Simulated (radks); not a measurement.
Results of a calculation; reference values are marked as such.
Zr III, 38 electrons, occupied as [Kr] 4d2. Code: a radial shooting solver on a logarithmic mesh with Libxc functionals. Model: scalar-relativistic Kohn-Sham, r2SCAN, spin-polarised, spherical densities, finite nucleus; open shells are filled with parallel spins first (spin-orbit coupling, left out, can overturn this in heavy ions); meta-GGA in the generalised Kohn-Sham scheme; Fermi nuclear charge, rms radius 4.2694 fm. Some entries of the table are withheld. Estimate them.

orbital,occ.,eigenvalue (eV),<r^2> (bohr^2)
1s down,1,-17880.57,0.001854
1s up,1,-17880.55,0.001854
2s up,1,-2501.499,0.03113
2s down,1,-2501.251,0.03113
2p up,3,-2229.836,0.02456
2p down,3,-2229.664,0.02455
3s up,1,-427.1792,0.2398
3s down,1,-427.0920,0.2398
3p up,3,-337.7596,0.2480
3p down,3,-337.6498,0.2480
3d up,5,-191.5313,(1)
3d down,5,-191.3251,(2)
4s up,1,-71.0452,1.689
4s down,1,-69.7106,1.667
4p up,3,(3),2.151
4p down,3,(4),2.106
4d up,2,(5),4.675
4d down,0,(6),4.558

Answer. 
(1) 3d up <r^2> (bohr^2): 0.2477
(2) 3d down <r^2> (bohr^2): 0.2476
(3) 4p up eigenvalue (eV): -48.4426
(4) 4p down eigenvalue (eV): -46.8146
(5) 4d up eigenvalue (eV): -17.7812
(6) 4d down eigenvalue (eV): -15.2990
